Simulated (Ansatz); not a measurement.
CH3ClFMoNO (`C[N]=[Mo](=[O])([F])[Cl]`), relaxed with RKS PBE-D4/def2-SVP in Ansatz from a rough embedded geometry. The force threshold is 0.03 eV/Å; the program also tests the step.

Charge 0, multiplicity 1. Mo: def2 effective core potential.

Start:

```xyz
9

C     1.284    0.872   -0.210
N     0.089    0.746    0.583
Mo   -1.232   -0.612    0.213
O    -1.895   -0.338   -1.411
F    -2.745   -0.385    1.514
Cl   -0.254   -2.776    0.484
H     1.330    1.811   -0.697
H     1.225    0.018   -0.947
H     2.197    0.663    0.471
```

(1) How much energy does the relaxation release, and in how many steps? (Estimate.)

(2) Which bonds change most? (Best estimate.)

(3) Give the relaxed structure. (Best estimate.)

## Answers

(1) The calculation gave: 174.84 kJ/mol, in 16 steps, 2 of them rejected.

(2) Ansatz gave: N2–Mo3 from 1.931 to 1.735 Å; Mo3–F5 from 2.009 to 1.869 Å; Mo3–Cl6 from 2.390 to 2.293 Å; Mo3–O4 from 1.775 to 1.692 Å.

(3) Computed: 
```xyz
9

C     1.260    0.913   -0.228
N     0.200    0.176    0.367
Mo   -1.239   -0.785    0.237
O    -1.590   -0.857   -1.416
F    -2.595    0.085    1.185
Cl   -0.709   -2.880    1.004
H     1.254    1.963    0.139
H     1.180    0.921   -1.340
H     2.239    0.464    0.052
```
